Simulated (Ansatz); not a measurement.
The cluster Sn2Ge5⁺, relaxed as a doublet with UKS PBE-D4/def2-SVP in Ansatz, starting from the GFN1-xTB geometry. Force threshold 0.03 eV/Å.

In the def2 sets Sn takes a core potential; there is no spin–orbit coupling. Another isomer (doublet) lies 0.17 eV lower at PBE0-D4/def2-SVP; other spin states weren't run for this one.

Start:

```xyz
7

Ge   -0.059    0.335   -1.982
Ge   -1.089   -1.787   -1.579
Ge    0.437    2.417   -0.910
Ge    0.083   -1.992    0.454
Ge    1.268    1.277    0.975
Sn   -1.254    0.385    0.436
Sn    0.613   -0.635    2.607
```

Task: Estimate the energy that the relaxation releases and the steps that it takes.

Result: 0.74 eV, in 8 steps; 57 s on 4 threads of Intel Xeon on a shared host. No frequencies were taken in this run, so the end may be a saddle point.

Task: Does the start keep its bonding and symmetry?

Result: By distances, no bond broke or formed. The bond that changes most is Sn6–Sn7, from 3.04 to 3.35 Å (atoms count from 1). Point group Cs at the start, Cs at the end, both within 0.05 Å.

Task: Predict the relaxed structure.

Result: 
```xyz
7

Ge    0.121    0.252   -1.866
Ge   -1.182   -1.835   -1.643
Ge    0.400    2.530   -0.950
Ge    0.278   -1.830    0.358
Ge    1.326    1.061    0.816
Sn   -1.567    0.487    0.511
Sn    0.623   -0.666    2.775
```
Bond lengths (bridged metal pairs left out): 5 × Ge–Sn 2.70 to 2.97 Å; 4 × Ge–Ge 2.47 to 2.48 Å.
